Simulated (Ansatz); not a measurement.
Geometry optimisation, RHF/def2-SVP (Ansatz 0.2.0).

input.yaml

```yaml
crystal:
  periodic: [false, false, false]
  atoms:
    - { symbol: Ge, position_ang: [0.168798, 0.0, -0.136172] }
    - { symbol: F, position_ang: [0.160532, 0.0, 1.567903] }
    - { symbol: F, position_ang: [1.838741, 0.0, -0.525374] }
    - { symbol: H, position_ang: [-0.415455, 1.307454, -0.621127] }
    - { symbol: H, position_ang: [-0.415455, -1.307454, -0.621127] }
    - { symbol: Cl, position_ang: [-2.923432, 0.0, 1.335293] }
    - { symbol: H, position_ang: [-1.880529, 0.0, 2.148404] }
basis:
  gaussian: { orbitals: def2-SVP }
hamiltonian:
  xc: hf
relax:
  f_tol: 0.03
  max_steps: 50
output:
  orbitals: {}
```

Run as:

```bash
$ ansatz run input.yaml --threads 2 --pin off --max-ram 3072MiB --backend cpu --events-out ev --progress --plain --runs-dir out
```

Q: Where does it end, and by what steps?

A: The run converged. After 6 steps the energy has fallen by 0.063 eV; Cl6 moved furthest, 0.22 Å.

```json
{"step": "0", "energy less start (eV)": "0.0000", "largest force component (eV/Å)": "1.201", "accepted": "yes"}
{"step": "1", "energy less start (eV)": "-0.0477", "largest force component (eV/Å)": "0.710", "accepted": "yes"}
{"step": "2", "energy less start (eV)": "-0.0525", "largest force component (eV/Å)": "0.341", "accepted": "yes"}
{"step": "3", "energy less start (eV)": "-0.0614", "largest force component (eV/Å)": "0.070", "accepted": "yes"}
{"step": "4", "energy less start (eV)": "-0.0621", "largest force component (eV/Å)": "0.062", "accepted": "yes"}
{"step": "5", "energy less start (eV)": "-0.0625", "largest force component (eV/Å)": "0.043", "accepted": "yes"}
{"step": "6", "energy less start (eV)": "-0.0626", "largest force component (eV/Å)": "0.009", "accepted": "yes"}
```

```xyz
7
Properties=species:S:1:pos:R:3
Ge 0.232 0.000 -0.196
F 0.148 0.000 1.525
F 1.913 0.000 -0.522
H -0.345 1.307 -0.696
H -0.345 -1.307 -0.696
Cl -3.064 0.000 1.510
H -2.006 0.000 2.222
```

Whether the end is a true minimum wasn't checked by a vibrational analysis.

Time of the run: 7.7 s on 2 threads of Arm Neoverse V2, with other jobs on the host, peak memory 0.19 GiB.
